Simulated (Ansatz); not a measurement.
CH5GeNOS, SMILES `OC1[NH][GeH2][S]1`. The species carries charge 0 and has multiplicity 1. The structure was optimised at the PBE0-D4/def2-TZVP level. It is one conformer, not always the lowest.

```xyz
10

O    -0.557   -0.668   -1.653
C     0.467   -0.399   -0.748
N     0.054   -0.774    0.572
Ge   -0.226    0.890    1.319
S     0.837    1.433   -0.549
H    -0.228   -0.539   -2.548
H     1.396   -0.885   -1.072
H    -0.607   -1.538    0.582
H     0.549    1.120    2.626
H    -1.687    1.361    1.471
```

Task: What is the dipole moment at B3LYP/def2-TZVPP? (Best estimate.)

Result: Computed: 0.97 D, with components (-0.46, -0.85, 0.05) D in this frame, pointing from negative to positive charge.

Task: And with PBE, r2SCAN, ωB97M-V? (Best estimate.)

Result: The calculation gave: PBE 1.09 D, r2SCAN 1.13 D, ωB97M-V 0.95 D.

Task: Give the Mulliken charges with B3LYP, PBE, ωB97M-V in def2-TZVPP. (An estimate is asked.)

Result: Computed: 
```tsv
atom	B3LYP	PBE	ωB97M-V
O1	-0.30	-0.26	-0.28
C2	0.19	0.14	0.12
N3	-0.35	-0.31	-0.35
Ge4	0.39	0.35	0.34
S5	-0.31	-0.31	-0.26
H6	0.18	0.19	0.18
H7	0.10	0.09	0.12
H8	0.13	0.14	0.10
H9	-0.01	-0.01	0.02
H10	-0.02	-0.02	0.00
```

B3LYP here is the variant with VWN-RPA as its local correlation; programs differ in this.
